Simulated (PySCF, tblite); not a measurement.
C4H8OP2.
Z-matrix (Å and degrees, GFN2-xTB geometry), rows numbered from 1:
```
C 
C   1  1.3243
C   2  1.4618  1  124.27
C   3  1.5599  2  118.09  1  -146.70
P   4  1.8104  3   65.53  2  -107.42
O   5  1.4740  3  122.66  4  -105.77
P   5  2.1769  3  113.72  4   100.64
H   1  1.0757  2  121.82  3  -178.68
H   1  1.0779  2  121.66  3     1.31
H   2  1.0825  1  120.76  3   178.24
H   3  1.0836  2  115.45  1    -5.19
H   4  1.0824  3  115.13  5   108.77
H   4  1.0797  3  115.54  5  -115.30
H   7  1.3959  5   89.68  3   109.40
H   7  1.3960  5   89.62  3  -158.59
```

Method: PBE0/def2-SVPD in PySCF (dipole) on a GFN2-xTB geometry, gas phase.

Take the most abundant isotopes and a rigid rotor. The values belong to one conformer with, in the numbering `[CH2:1]=[CH:2][C@@H:3]1[CH2:4][P@@:5]1(=[O:6])[PH2:7]`, C1–C2–C3–C4 -147°, C4–P5–P7–H 165° and -103°.

Give the principal moments of inertia and the rotational constants in MHz.

Ia = 151.77, Ib = 484.65, Ic = 518.65 u·Å²; 505379 MHz·u·Å²/I gives A = 3330, B = 1043, C = 974.4 MHz.

What kind of rotor is it?

A near-prolate asymmetric top: κ = (2 × 1043 − 3330 − 974.4)/(3330 − 974.4) = -0.94.

Is it planar, by Δ = Ic − Ia − Ib?

Not planar: Δ = Ic − Ia − Ib = -117.77 u·Å². For a rigid frame Δ = −2 Σ m c², so Σ m c² = 58.88 u·Å² lies off the ab plane: 14.39 from hydrogen and 44.49 from heavier atoms. The atom farthest from that plane is 2.27 Å away.

Where do the levels up to J = 3 lie, in cm⁻¹?

Above 0(0,0):
J = 1: 1(0,1) 0.0673, 1(1,1) 0.1436, 1(1,0) 0.1459
J = 2: 2(0,2) 0.2018, 2(1,2) 0.2759, 2(1,1) 0.2827, 2(2,1) 0.5116, 2(2,0) 0.5116
J = 3: 3(0,3) 0.4035, 3(1,3) 0.4743, 3(1,2) 0.4880, 3(2,2) 0.7135, 3(2,1) 0.7137, 3(3,1) 1.1007, 3(3,0) 1.1007
Those of J = 1 are B + C, A + C and A + B.

Which lines would a microwave search look for?

The dipole components are |μa| = 0.38 D, |μb| = 3.03 D, |μc| = 1.16 D. Intensities carry the squares of the components, which stand as 0.02 : 1.00 : 0.15 (a : b : c). Some lines, for components of 0.1 D or more:

| type | branch | J(Ka,Kc) | MHz | lower level (cm⁻¹) |
| --- | --- | --- | --- | --- |
| b | R | 2(0,2) ← 1(1,1) | 1746 | 0.144 |
| c | Q | 1(1,1) ← 1(0,1) | 2287 | 0.067 |
| b | Q | 1(1,0) ← 1(0,1) | 2356 | 0.067 |
| b | Q | 2(1,1) ← 2(0,2) | 2425 | 0.202 |
| a | R | 2(1,1) ← 1(1,0) | 4103 | 0.146 |
| c | R | 1(1,0) ← 0(0,0) | 4373 | 0.000 |
| b | R | 2(1,2) ← 1(0,1) | 6253 | 0.067 |
| c | R | 2(1,1) ← 1(0,1) | 6458 | 0.067 |
| c | R | 2(2,0) ← 1(1,0) | 10966 | 0.146 |
| c | R | 2(2,1) ← 1(1,1) | 11033 | 0.144 |

Estimate the classical rotational partition function at 10 K, 50 K and 100 K.

Point group C1, symmetry number σ = 1; q = (√π/σ)·√((kT/h)³/(ABC)), k/h = 20836.6 MHz/K: 2900 at 10 K, 32400 at 50 K, 91600 at 100 K.

Its GFN2-xTB frequencies are all real (lowest 67 cm⁻¹). Zero-point vibration and centrifugal distortion are left out.

Hardware: Intel Xeon Platinum 8259CL at 2.50 GHz, one thread, no GPU, on a shared host. Cost: 44 s of wall time, 0.86 GiB resident at most. This is the PBE0/def2-SVPD job that gave the dipole, with the excitations it also computed.
